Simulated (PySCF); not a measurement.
A calculated (UHF, PySCF 2.14, pcseg-2, no relativity, point nucleus) atom or ion has these occupied shells.

```csv
shell,electrons,orbital energy (eV),"rms radius, mean of both spins (bohr)"
1s α,1,-1611.3,0.140
1s β,1,-1611.0,0.140
2s α,1,-153.88,0.679
2s β,1,-153.13,0.679
2p α,3,-107.75,0.672
2p β,3,-107.48,0.672
3s α,1,-28.041,2.39
```

Question: Name the element and its charge.

Answer: Al²⁺ (aluminium, charge +2), in [Ne] 3s1, 2S determinant.
